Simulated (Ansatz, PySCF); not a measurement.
C3H2F3, SMILES [CH]=CC(F)(F)F, multiplicity 2. Atoms are numbered in the order given.

```xyz
8

C     -2.0446    -0.2514    -0.5680
C     -1.0018    -0.6314     0.1301
C      0.3308     0.0568     0.0784
F      0.3386     1.0924    -0.7541
F      1.2845    -0.7943    -0.3142
F      0.6780     0.5007     1.2910
H     -3.0797    -0.5566    -0.7120
H     -1.0367    -1.4953     0.8117
```
Charge 0, spin multiplicity 2.

Geometry optimised at PBE0-D3(BJ)/def2-SVP. The isomer is the one that the SMILES or the coordinates give; other isomers of the formula were not compared.

Two levels are set side by side: PBE-D3(BJ)/def2-SVP (Ansatz, a program for electronic structure) and PBE0-D3(BJ)/def2-SVP (Ansatz). Each level has its own optimised geometry; the coordinates shown are those of the second. Frequencies come from the Hessian of PySCF at each geometry. Differences are taken from unrounded values.

```tsv
quantity	PBE0-D3(BJ)	PBE-D3(BJ)	PBE-D3(BJ) minus PBE0-D3(BJ)
mean bond length (Å)	1.286	1.299	0.013
bond C1–C2 (Å)	1.311	1.319	0.008
bond C2–C3 (Å)	1.501	1.510	0.009
bond C3–F4 (Å)	1.329	1.346	0.017
bond C3–F5 (Å)	1.337	1.356	0.019
bond C3–F6 (Å)	1.337	1.356	0.019
bond C1–H7 (Å)	1.089	1.097	0.008
bond C2–H8 (Å)	1.101	1.111	0.010
highest harmonic wavenumber (cm⁻¹)	3300	3208	-92
mean harmonic wavenumber (cm⁻¹)	1074	1025	-49
zero-point energy (kcal/mol)	27.64	26.38	-1.26
```

GGA bonds tend to be longer and softer than those of functionals with exact exchange. Differences between two approximate levels are no errors against the true value.
